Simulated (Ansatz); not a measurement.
C$_{4}$H$_{12}$Ge (SMILES [CH3][Ge]([CH3])([CH3])[CH3]), singlet, geometry from GFN2-xTB; B3LYP5/STO-3G (Ansatz, a first-principles code).

Ansatz was given this input:
Ansatz 0.2 input:
```yaml
crystal:
  periodic: [false, false, false]
  atoms:
    - {symbol: C, position_ang: [-0.23947062, -1.06595218, -1.65989926]}
    - {symbol: Ge, position_ang: [0.00000000, 0.00000000, -0.00000000]}
    - {symbol: C, position_ang: [-0.06719706, 1.93648478, -0.44088209]}
    - {symbol: C, position_ang: [-1.45232338, -0.43786460, 1.28370447]}
    - {symbol: C, position_ang: [1.75899106, -0.43266800, 0.81707688]}
    - {symbol: H, position_ang: [-1.19574845, -0.84621800, -2.12542525]}
    - {symbol: H, position_ang: [-0.20636169, -2.12977053, -1.44389199]}
    - {symbol: H, position_ang: [0.54406792, -0.84340260, -2.37823336]}
    - {symbol: H, position_ang: [0.06161749, 2.54065356, 0.45234337]}
    - {symbol: H, position_ang: [-1.02110312, 2.19755474, -0.88962537]}
    - {symbol: H, position_ang: [0.71871324, 2.20037014, -1.14243348]}
    - {symbol: H, position_ang: [-2.42529904, -0.20948328, 0.85870428]}
    - {symbol: H, position_ang: [-1.43591229, -1.49303582, 1.54023754]}
    - {symbol: H, position_ang: [-1.34257843, 0.13361553, 2.20067303]}
    - {symbol: H, position_ang: [1.81961363, -1.48776767, 1.06718570]}
    - {symbol: H, position_ang: [2.57004324, -0.20139974, 0.13284433]}
    - {symbol: H, position_ang: [1.91294749, 0.13888367, 1.72762118]}
basis:
  gaussian:
    orbitals: STO-3G
hamiltonian:
  xc: b3lyp5
accuracy: high
```

Problem. Write the output that Ansatz gives for this input, abridged.

Solution. 
```
Functional definition: B3LYP5
1062 factors; integrals over basis functions are off by at most 4.1e-9 eV
mean field evaluation 1: about -60152.4993 eV, gradient 2.3e1 eV
mean field evaluation 2: about -60153.2019 eV, gradient 1.6e1 eV
mean field evaluation 4: about -60154.0869 eV, gradient 4.2e-1 eV
mean field evaluation 8: about -60153.9827 eV, gradient 4.4e-3 eV
mean field evaluation 16: about -60153.9827 eV, gradient 3.1e-8 eV
mean field -60153.98266005 eV, -2210.6180889229 hartree, gradient 3.1e-8 eV, S^2 0.000000; 0 other end points of the search recorded, 0 dependent functions left out
reference -60153.98270365 eV, -2210.6180905250 hartree; 34, 34 occupied and 16, 16 virtual orbitals, 1062 factors
Total energy: -60153.98270365 eV, -2210.6180905250 hartree
```
